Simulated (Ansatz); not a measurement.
`[BH2][Ga]([OH])[F]` + `O[SiH3]` → `[OH][Ga]([F])[O][SiH3]` + BH₃  (cleavage of the Ga–B bond)

Computed with Ansatz on PBE0-D4/def2-TZVP structures; ΔE is electronic, products minus reactants. CCSD(T)/CBS is the MP2 limit (def2-TZVPP, def2-QZVPP) plus CCSD(T) − MP2 in def2-TZVPP, frozen cores. This one scheme is used for every species. DFT in def2-TZVPP. For Ga outer-core shells are correlated without core-valence functions, which leaves a few kJ/mol of doubt a bond. Scalar relativity is left out up to krypton. One conformer a species, not always the lowest.

| species | CAM-B3LYP energy (Eh) |
| --- | --- |
| `[BH2][Ga]([OH])[F]` | -2126.76081 |
| `O[SiH3]` | -367.18183 |
| `[OH][Ga]([F])[O][SiH3]` | -2467.37132 |
| BH₃ | -26.59223 |

(1) Work out ΔE.

Largest T1 diagnostic among the species: 0.014.

Results:

(1) ΔE = (-2467.37132) + (-26.59223) − (-2126.76081) − (-367.18183) = -0.02091 Eh = -13.1 kcal/mol. CCSD(T)/CBS gives -13.4 kcal/mol.

From PBE to PBE0 (25 % exact exchange), in def2-TZVPP and without D4, ΔE moves by −1.9 kcal/mol. The D4 term adds −1.1 kcal/mol with B3LYP and −0.6 kcal/mol with PBE0; it sums over pairs of atoms, weighted by their polarisabilities, and B3LYP, whose exchange is more repulsive, gets the larger term.

B3LYP here is the variant with VWN-RPA as its local correlation; programs differ in this.
